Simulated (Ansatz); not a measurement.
Frontier orbitals of C2H3ClIInO, SMILES `C=[C](I)[In]([OH])[Cl]`.

Total charge 0; spin multiplicity 1. Correlated methods include outer-core shells of I, In, which these sets cover unevenly. I, In: def2 effective core potential. Geometry: relaxed with PBE0-D4/def2-TZVP. It is one conformer, not always the lowest. Basis def2-TZVPP, Ansatz.

```csv
functional,HOMO (eV),LUMO (eV)
ωB97X-V,-9.75,0.10
```

(1) Give HOMO and LUMO (eV) with LDA (SPW92), PBE, revPBE, BLYP, r2SCAN, B97M-V, PBE0, B3LYP, r2SCANh, r2SCAN0, HSE06 (plane-wave form), BHLYP, CAM-B3LYP, LC-ωPBE, ωB97M-V, HF. (Best estimate.)

## Answers

(1) The calculation gave: 
```tsv
functional	HOMO	LUMO
LDA (SPW92)	-6.67	-3.09
PBE	-6.47	-2.82
revPBE	-6.41	-2.70
BLYP	-6.29	-2.76
r2SCAN	-6.72	-2.65
B97M-V	-6.69	-2.69
PBE0	-7.54	-1.95
B3LYP	-7.31	-2.25
r2SCANh	-7.11	-2.33
r2SCAN0	-7.71	-1.86
HSE06 (plane-wave form)	-7.15	-2.33
BHLYP	-8.44	-1.09
CAM-B3LYP	-8.77	-0.98
LC-ωPBE	-10.10	0.24
ωB97M-V	-9.63	-0.07
HF	-9.81	1.00
```

B3LYP here is the variant with VWN-RPA as its local correlation; programs differ in this. LC-ωPBE has ω = 0.4 bohr⁻¹.
